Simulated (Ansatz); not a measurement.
FH3Se3Sn (`[F][Sn]([SeH])([SeH])[SeH]`) at its PBE0-D4/def2-TZVP geometry, where that method's forces vanish. Total charge 0; spin multiplicity 1. Sn takes the def2 core potential.

| atom | x (Å) | y (Å) | z (Å) |
| --- | --- | --- | --- |
| F1 | -0.1934 | -1.9351 | -0.2777 |
| Sn2 | 0.2260 | -0.1069 | 0.1471 |
| Se3 | -0.0252 | 0.2296 | 2.6211 |
| Se4 | -1.4583 | 1.1347 | -1.2476 |
| Se5 | 2.6298 | 0.2588 | -0.4612 |
| H6 | -1.3466 | 0.8342 | 2.4013 |
| H7 | -2.2141 | -0.1197 | -1.3828 |
| H8 | 2.3819 | -0.2956 | -1.8002 |

For each bond, give half the difference of the two atoms' forces along it (eV/Å; positive pushes the atoms apart) under PBE-D4, r2SCAN-D4, B3LYP-D4, ωB97M-V in def2-TZVPP. (Best estimate.)

Computed: 
| bond | length (Å) | PBE-D4 | r2SCAN-D4 | B3LYP-D4 | ωB97M-V |
| --- | --- | --- | --- | --- | --- |
| F1–Sn2 | 1.923 | 0.51 | 0.09 | 0.27 | 0.04 |
| Sn2–Se3 | 2.509 | 0.12 | 0.04 | 0.12 | -0.09 |
| Sn2–Se4 | 2.515 | 0.12 | 0.04 | 0.12 | -0.09 |
| Sn2–Se5 | 2.506 | 0.13 | 0.04 | 0.11 | -0.09 |
| Se3–H6 | 1.470 | 0.27 | -0.01 | 0.04 | -0.11 |
| Se4–H7 | 1.471 | 0.26 | -0.02 | 0.04 | -0.10 |
| Se5–H8 | 1.470 | 0.27 | -0.01 | 0.04 | -0.11 |

B3LYP here is the variant with VWN-RPA as its local correlation; programs differ in this.
